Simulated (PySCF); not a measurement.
trifluorosilylmethanol (CH₃F₃OSi), SMILES OC[Si](F)(F)F.

Geometry: B3LYP-D3(BJ)/def2-SVP. One conformer was computed; it need not be the lowest.

All values below come from ωB97X/def2-TZVP in PySCF.

The molecule is in vacuum.

```
Item                                                                                                           Result
---------------------------------------------------------------------------------------------  ----------------------
total energy                                                                                       -704.45918 hartree
highest occupied level                                                                                      -10.89 eV
lowest empty level                                                                                            2.42 eV
orbital gap                                                                                                  13.31 eV
dipole moment                                                                                               0.391 e·Å
quadrupole, principal values (traceless, Buckingham form, about the centre of nuclear charge)   -7.37, 2.33, 5.04 D·Å
mean static polarisability                                                                       37.0 bohr³ (5.48 Å³)
polarisability, principal values                                                               34.6, 36.6, 39.8 bohr³
```
